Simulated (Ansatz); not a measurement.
Frontier orbitals of CH6AlNSi.

```xyz
10

C    -0.3527   -1.1426    0.5480
N     0.6772   -0.1831    0.0709
Si    0.0753    0.9350   -1.1983
Al   -1.0487    0.6629    0.8452
H    -0.6917   -1.8544   -0.2044
H    -0.0082   -1.6646    1.4419
H     1.6467   -0.4237    0.2280
H    -0.1667    0.2619   -2.5110
H     1.1535    1.9414   -1.4080
H    -1.2846    1.4672    2.1877
```

Total charge 0; spin multiplicity 1. Geometry: relaxed with PBE0-D4/def2-TZVP. Basis def2-TZVPP, Ansatz 0.2.0.

| functional | HOMO (eV) | LUMO (eV) | gap (eV) |
| --- | --- | --- | --- |
| PBE | -5.50 | -1.49 | 4.01 |
| revPBE | -5.46 | -1.42 | 4.04 |
| BLYP | -5.36 | -1.39 | 3.97 |
| PBE0 | -6.55 | -0.75 | 5.80 |
| HSE06 (plane-wave form) | -6.16 | -1.12 | 5.04 |
| CAM-B3LYP | -7.80 | 0.18 | 7.98 |
| ωB97M-V | -8.57 | 0.82 | 9.39 |

From PBE to PBE0 the HOMO moves by −1.05 eV and the LUMO by +0.74 eV, and with ωB97M-V by −3.08 and +2.32 eV, so the gap grows from 4.00 to 9.40 eV with exact exchange. A positive LUMO is unbound and depends on the basis.
